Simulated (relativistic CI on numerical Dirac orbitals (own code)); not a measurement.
**Spin-orbit doublets in the photoemission of silver**

Problem. Photoelectron lines from p, d and f shells are doublets, and peak fits need their splitting and area ratio. Find both for the 3d line of silver, from the calculated spin-orbit constant ζ(3d) = 2.407 eV of the closed-shell ion Ag⁺ with one hole. Is the doublet resolved if instrument, lifetime and solid give each line a width of 1.0 eV (assumed)?

Working.
1. One hole with l = 2 gives j = 5/2 and j = 3/2. For a hole the level of higher j has the lower binding energy.
2. The splitting is (l + ½)ζ = 2.5 × 2.407 = 6.017 eV.
3. The areas follow 2j + 1: 6 : 4, so the weaker line has 0.667 of the stronger one's area, if the radial matrix elements are equal.
4. Splitting over width is 6.02: two separate peaks.

Check. The difference of tabulated binding energies of the element (M4 less M5; Elam, Ravel and Sieber, Radiat. Phys. Chem. 63, 121 (2002), rounded to 0.1 eV or more) is 5.7 eV.

All doublets of Ag⁺, calculated as differences of Dirac-Coulomb-Breit total energies with one hole (eV):

```json
{"Shell": "2p", "Calculated": "173", "Without Breit and QED": "175.3", "Tabulated, element": "173.0"}
{"Shell": "3p", "Calculated": "31.32", "Without Breit and QED": "31.74", "Tabulated, element": "30.8"}
{"Shell": "3d", "Calculated": "6.035", "Without Breit and QED": "6.224", "Tabulated, element": "5.7"}
{"Shell": "4p", "Calculated": "5.06", "Without Breit and QED": "5.133", "Tabulated, element": "5.4"}
{"Shell": "4d", "Calculated": "0.549", "Without Breit and QED": "0.5691", "Tabulated, element": ""}
```

The Breit and QED terms lower the splittings by 1.3 to 3.5 %.
